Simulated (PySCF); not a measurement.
HOSn, SMILES [OH+]=[Sn] (connectivity only; charge and spin as stated), charge +1, multiplicity 1.

Coordinates come from a B3LYP-D3(BJ)/def2-TZVP optimisation. The isomer is the one that the SMILES or the coordinates give; other isomers of the formula were not compared. The def2 effective core potentials stand for the cores of Sn; spin–orbit coupling is left out.

Vertical ionisation energy (IE) and electron affinity (EA) in eV. Rows of orbital energies are one-electron estimates. Where ΔSCF, EOM or ADC give a negative EA the extra electron is unbound and the value depends on the basis.

| level | IE | EA |
|---|---|---|
| −ε(HOMO), −ε(LUMO), ωB97X/def2-TZVPD (PySCF) | 17.86 | 6.47 |
| −ε(HOMO), −ε(LUMO), r2SCAN/def2-TZVPD (PySCF) | 14.18 | 9.03 |
